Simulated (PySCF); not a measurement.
**ORD: `FC(F)(F)[C@@H]1C[Si@H]1Br`, C₃H₄BrF₃Si**

Molfile (atoms numbered from 1):
```
C3H4BrF3Si
     RDKit          3D

 12 12  0  0  0  0  0  0  0  0999 V2000
    1.0536   -1.4280    0.9232 F   0  0  0  0  0  0  0  0  0  0  0  0
   -0.2730   -1.3010    0.6988 C   0  0  0  0  0  0  0  0  0  0  0  0
   -0.6350   -2.4022    0.0143 F   0  0  0  0  0  0  0  0  0  0  0  0
   -0.8612   -1.4005    1.9046 F   0  0  0  0  0  0  0  0  0  0  0  0
   -0.6007   -0.0305    0.0064 C   0  0  2  0  0  0  0  0  0  0  0  0
    0.2753    0.2577   -1.2416 C   0  0  0  0  0  0  0  0  0  0  0  0
    0.6133    1.4000    0.2037 Si  0  0  1  0  0  4  0  0  0  0  0  0
   -0.3443    3.3826    0.0905 Br  0  0  0  0  0  0  0  0  0  0  0  0
   -1.6723    0.0869   -0.1068 H   0  0  0  0  0  0  0  0  0  0  0  0
    0.9728   -0.5268   -1.5014 H   0  0  0  0  0  0  0  0  0  0  0  0
   -0.2682    0.6065   -2.1100 H   0  0  0  0  0  0  0  0  0  0  0  0
    1.7408    1.3545    1.0924 H   0  0  0  0  0  0  0  0  0  0  0  0
  1  2  1  0
  2  3  1  0
  2  4  1  0
  2  5  1  0
  5  6  1  0
  6  7  1  0
  7  8  1  0
  7  5  1  0
  5  9  1  6
  6 10  1  0
  6 11  1  0
  7 12  1  1
M  END
```

The calculation used TDDFT wB97X-D/def2-SVPD circular dichroism and optical rotation, one conformer, gas phase in PySCF. Geometry: GFN2-xTB.

The calculation is non-relativistic, which matters for the atoms heavier than Zn.

Stereocentres: C5 R, Si7 R.

**Question.** Give the optical rotatory dispersion at 633, 589.3, 546, 436, 405, 365, 355 nm.

**Answer.** [α] in deg dm⁻¹ (g/mL)⁻¹:
```tsv
λ (nm)	origin-invariant length gauge	modified velocity gauge	length gauge (centre of mass)	isotropic polarisability (au)
633	-41.2	-38.3	-42.4	85.2
589.3	-48.3	-44.9	-49.7	85.5
546	-57.4	-53.2	-59.0	85.9
436	-97.3	-89.7	-100.2	87.7
405	-116.7	-107.2	-120.3	88.5
365	-152.1	-138.8	-156.9	89.9
355	-163.5	-148.9	-168.8	90.4
```

**Question.** And for the mirror image at 589.3 nm?

**Answer.** +48.3 deg dm⁻¹ (g/mL)⁻¹ (origin-invariant length gauge): the same size and the opposite sign.

**Question.** What is the molar rotation [Φ] = [α]·M/100 of the geometry above at 589.3 nm?

**Answer.** With M = 205.05 g/mol, -99.0 deg cm² dmol⁻¹ (origin-invariant length gauge).

The first excitation lies at 5.99 eV (207 nm) with R = +17.3 × 10⁻⁴⁰ esu² cm² (velocity form).
